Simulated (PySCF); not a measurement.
Computed vibrations of [Yb(NH3)3]2+

[Yb(NH3)3]2+ (singlet in the valence; each metal's 4f electrons, 14 of them, lie in its core potential, out of spins and levels). PySCF 2.14.0, RKS PBE0, Yb lcecp-0-SVP with ECP60, N def2-SVP, H def2-SVP; non-relativistic Hamiltonian with scalar-relativistic core potentials where named; density fitting; no spin-orbit coupling. Central differences of gradients.

```xyz
13

Yb    0.0000    0.0000    0.0000
N     2.5693    0.0001    0.0000
H     3.0028   -0.4657    0.8066
H     3.0028   -0.4657   -0.8066
H     3.0028    0.9313    0.0000
N    -1.2847    2.2251    0.0000
H    -1.0981    2.8333    0.8066
H    -1.0981    2.8333   -0.8066
H    -2.3080    2.1349    0.0000
N    -1.2846   -2.2251    0.0000
H    -1.9047   -2.3676    0.8066
H    -1.9047   -2.3676   -0.8066
H    -0.6949   -3.0662    0.0000
```

Run from Python with OMP_NUM_THREADS=2. Where DIIS fails, smearing, a level shift and second-order steps follow.
It took 95 s on 2 threads of Arm Neoverse V2 (shared host).

What are the harmonic wavenumbers and infrared intensities?

Modes are labelled in C3h; negative numbers are unstable modes, those under 60 cm⁻¹ near the noise; a finer grid moves soft modes by up to 10 cm⁻¹.
```tsv
cm⁻¹	km/mol	symmetry
-58	–	e''
-58	–	e''
-55	–	a''
-14	–	a''
42	3.7	e'
42	3.7	e'
276	0.0	a'
284	2.5	e'
284	2.5	e'
531	0.0	a'
548	0.0	e''
548	0.0	e''
569	112.7	e'
569	112.7	e'
570	236.3	a''
1335	202.8	e'
1335	202.8	e'
1337	0.0	a'
1640	45.2	e'
1640	45.2	e'
1641	87.4	a''
1642	0.0	a'
1643	0.0	e''
1643	0.0	e''
3451	91.0	e'
3451	91.0	e'
3453	0.0	a'
3540	0.0	e''
3540	0.0	e''
3541	248.5	a''
3541	0.0	a'
3542	121.5	e'
3542	121.5	e'
```

Is this a minimum?

Probably not: 3 unstable, though so soft as to be near the noise (and 1 more above −25 cm⁻¹, within the noise); the lowest moves the atoms so:
```
Yb   0.00  0.00  0.00
N    0.00  0.00 -0.02
H    0.01  0.21  0.10
H   -0.01 -0.21  0.10
H    0.00  0.00 -0.27
N    0.00  0.00  0.03
H   -0.16 -0.10  0.14
H    0.16  0.10  0.14
H    0.00  0.00 -0.19
N    0.00  0.00  0.00
H   -0.35  0.20 -0.24
H    0.35 -0.20 -0.24
H    0.00  0.00  0.47
```

An lcecp potential fixes the number of 4f electrons, so in runs with it no electron can move into or out of that shell.
